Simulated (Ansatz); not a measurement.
PdCl2, relaxed as a quintet with UKS r2SCAN-D4/def2-TZVP in Ansatz, starting from the r2SCAN-D4/def2-TZVP geometry of the neutral singlet. Force threshold 0.02 eV/Å.

In the def2 sets Pd takes a core potential; there is no spin–orbit coupling. The relaxation made no stability test and no search for a lower SCF solution. At r2SCAN-D4/def2-TZVP a triplet of charge 0 lies 4.04 eV below the quintet, each at its own geometry. The structure comes from a short search, and lower isomers may exist.

Start:

```xyz
3

Pd   -0.724    0.308   -0.484
Cl    0.302   -1.598   -0.586
Cl    0.422    1.290    1.070
```

(1) Estimate the energy that the relaxation releases and the steps that it takes.

(2) Does the start keep its bonding and symmetry?

(3) Predict the relaxed structure.

Results:

(1) 3.7 kcal/mol, in 4 steps; 9 s on 4 threads of Arm Neoverse V1 on a shared host. No frequencies were taken in this run, so the end may be a saddle point.

(2) By distances, no bond broke or formed. The bond that changes most is Pd1–Cl2, from 2.17 to 2.28 Å (atoms count from 1). Point group C2v at the start, C2v at the end, both within 0.05 Å.

(3) 
Cartesian coordinates in Å:
```
Pd -0.7609 0.3235 -0.5088
Cl 0.3170 -1.6840 -0.6185
Cl 0.4438 1.3606 1.1273
```
Bond lengths: 2 × Cl–Pd 2.28 Å.
